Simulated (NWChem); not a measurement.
Species: SiH3Cl; SMILES Cl[SiH3]

Results from NWChem. Coordinates come from a PBE0/def2-SVP optimisation. Level: PBE0/aug-cc-pVDZ; rows give the wavelength of the field.

| field | isotropic polarisability (bohr³) | anisotropy (bohr³) |
|---|---|---|
| static | 42.6 | 11.1 |
| 1065 nm | 43.0 | 11.2 |
| 589 nm | 43.8 | 11.6 |
| 400 nm | 45.4 | 12.2 |
